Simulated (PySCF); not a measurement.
**Deuteron quadrupole couplings in `FC(F)C#C[C@@H]1[SiH2][C@@H]1[SiH2]Cl`**

Species: C5H7ClF2Si2.
Numbering: `[F:1][CH:2]([F:3])[C:4]#[C:5][C@@H:6]1[SiH2:7][C@@H:8]1[SiH2:9][Cl:10]` (hydrogens: H11 on C2; H12 on C6; H13, H14 on Si7; H15 on C8; H16, H17 on Si9)

Structure used (GFN2-xTB), in Å, numbered top down from 1:
```xyz
17
C5H7ClF2Si2 angstrom
F      2.1961    2.4701    1.5905
C      2.7465    1.3511    1.0407
F      3.3944    1.7741   -0.0829
C      1.7386    0.3602    0.7344
C      0.8625   -0.4141    0.4457
C     -0.1452   -1.3362    0.0979
Si    -0.6884   -1.4954   -1.7256
C     -1.5578   -0.7768   -0.2094
Si    -1.8850    1.0619    0.0655
Cl    -3.7937    1.3742   -0.5306
H      3.5114    0.9765    1.7430
H     -0.1257   -2.2266    0.7174
H     -1.0542   -2.8346   -2.1542
H     -0.0539   -0.5993   -2.6700
H     -2.3398   -1.4031    0.2127
H     -1.0198    1.8930   -0.7646
H     -1.7931    1.4169    1.4796
```

Level: PBE0/pcSseg-1 (PySCF, non-relativistic); Q(2H) = 0.00286 b; rigid geometry, the same for H and D, with no vibrational averaging.

Problem. Rank these positions by the coupling χzz of a deuteron there, largest first.
A. H14 (Si–H hydrogen)
B. H15 (methine hydrogen)
C. H16 (Si–H hydrogen)
D. H11 (methine hydrogen)

Solution. B (217 kHz), D (176 kHz), A (116 kHz), C (109 kHz).

Problem. Give the electric field gradient Vzz (the principal value of largest size), its asymmetry and the 2H coupling at each hydrogen.

Solution. 
```
atom  bonded to  bond length (Å)  Vzz (au)     η  χzz (kHz)
 H11         C2            1.104    0.2619  0.02        176
 H12         C6            1.085    0.3220  0.10        216
 H13        Si7            1.453    0.1698  0.06        114
 H14        Si7            1.448    0.1727  0.06        116
 H15         C8            1.087    0.3224  0.07        217
 H16        Si9            1.459    0.1618  0.02        109
 H17        Si9            1.461    0.1610  0.02        108
```

Problem. Average by the element that carries the hydrogen.

Solution. on C: 203 kHz over 3 positions, mean bond length 1.092 Å; on Si: 112 kHz over 4 positions, mean bond length 1.455 Å.

Geometry: GFN2-xTB, one conformer, isolated molecule. GFN2-xTB bond lengths can be off by several hundredths of an ångström, more for odd bonds, and the gradients follow them. A larger basis could move these couplings by a tenth or more.

The run behind these numbers computed NMR shieldings as well. On one thread of an Arm Neoverse V1, shared host with 32 logical CPUs at a one-minute load of 14, this took 45 s and 1.1 GiB of memory at its peak.
